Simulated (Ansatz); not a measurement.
Basis-set extrapolation for C₃H₄F₄, SMILES `FCC(F)(F)CF` (PBE0-D4/def2-TZVP geometry, frozen core, the Gaussian-basis code of Ansatz). Multiplicity 1, RHF reference.

|  | def2-TZVPP | def2-QZVPP |
| --- | --- | --- |
| HF | -513.904375 | -513.926550 |
| MP2 correlation | -1.485974 | -1.616015 |
| CCSD(T) correlation | -1.561359 | not run |

Energies in hartree. Use E(X) = E(∞) + A·exp(−7.88·√X) for Hartree–Fock and E(X) = E(∞) + B·X^(−2.97) for correlation, with X = 3 and 4, and add CCSD(T) minus MP2 of the smaller set to the MP2 limit.

Question: What is the CCSD(T) energy at the basis-set limit?

Answer: HF limit: -513.926550 + (-0.022175) × 0.13774 = -513.92960. MP2 limit: -1.616015 + (-0.130041) × 0.74074 = -1.71234. Higher-order term: -1.561359 − (-1.485974) = -0.07539. Total: -515.71733 hartree, 660.6 kJ/mol below CCSD(T)/def2-TZVPP.
